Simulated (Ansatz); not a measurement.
Reaction (redistribution): `BOBF` + `NCC[CH2][AlH2]` → `FBC[CH2][AlH2]` + `BOCN`

Isolated molecules relaxed with PBE0-D4/def2-TZVP in Ansatz; ΔE leaves out vibrations. CCSD(T)/CBS adds triple-zeta CCSD(T) − MP2 to the extrapolated MP2 energy (def2 sets, frozen cores). Functionals use def2-TZVPP. B3LYP here is the variant with VWN-RPA as its local correlation; programs differ in this. Each species was taken in one conformer, which may not be the lowest.

**Question.** Is it downhill or uphill in electronic energy at CCSD(T)/CBS, and by how much? (Estimate.)

**Answer.** Ansatz gave: Uphill: ΔE = +32.5 kcal/mol.

**Question.** What do these levels give: PBE0-D4, PBE0, B3LYP, MP2/def2-QZVPP, MP2/CBS(def2), CCSD/CBS(def2)? (Estimate.)

**Answer.** The calculation gave: PBE0-D4 30.9, PBE0 30.5, B3LYP 30.3, MP2/def2-QZVPP 33.1, MP2/CBS(def2) 33.2, CCSD/CBS(def2) 33.3 kcal/mol.

Largest T1 diagnostic among the species: 0.013.

The D4 term adds +0.8 kcal/mol with B3LYP and +0.5 kcal/mol with PBE0; it sums over pairs of atoms, weighted by their polarisabilities, and B3LYP, whose exchange is more repulsive, gets the larger term. In def2-TZVPP, CCSD(T) changes the Hartree–Fock value by −3.4 kcal/mol (the triples alone add −0.8 kcal/mol) and MP2 by −2.6 kcal/mol.
